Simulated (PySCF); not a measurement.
Dipole response of Se⁺ (selenium, charge +1)

[Ar] 3d10 4s2 4p3, high-spin 4S determinant. Calculation: PySCF 2.14, in ANO-RCC-VTZP (6s5p3d1f, 43 functions); the spin-free X2C one-electron Hamiltonian (Gaussian nucleus). Coupled (time-dependent) response in atomic units; α is the mean over directions. The basis has no added diffuse functions, which lowers α and C₆.

```tsv
method	mean α (bohr³)	C₆ (like pair)	S(−4)
UHF	13.76	84.95	41.38
PBE	13.87	85.96	41.71
PBE0	13.73	84.78	40.73
TPSSh	13.78	85.79	40.60
BP86	13.82	85.34	41.59
```

S(−4) is the Cauchy moment in α(ω) = α(0) + S(−4) ω² + …

α(iu) at PBE0:

```tsv
u (hartree)	α(iu) (bohr³)
0	13.73
0.0500	13.63
0.100	13.34
0.200	12.29
0.300	10.88
0.500	8.008
0.750	5.347
1.00	3.695
1.50	2.016
2.00	1.264
3.00	0.6348
5.00	0.2559
```

A single London oscillator, α(iu) = α/(1 + u²/ω²), gives C₆ = (3/4) ω α². Matching the computed C₆ needs ω = 4 × 84.78 / (3 × 13.73²) = 0.600 hartree.

For an ion, C₆ is the dispersion term alone; charge-induced terms of lower order in 1/R come first.
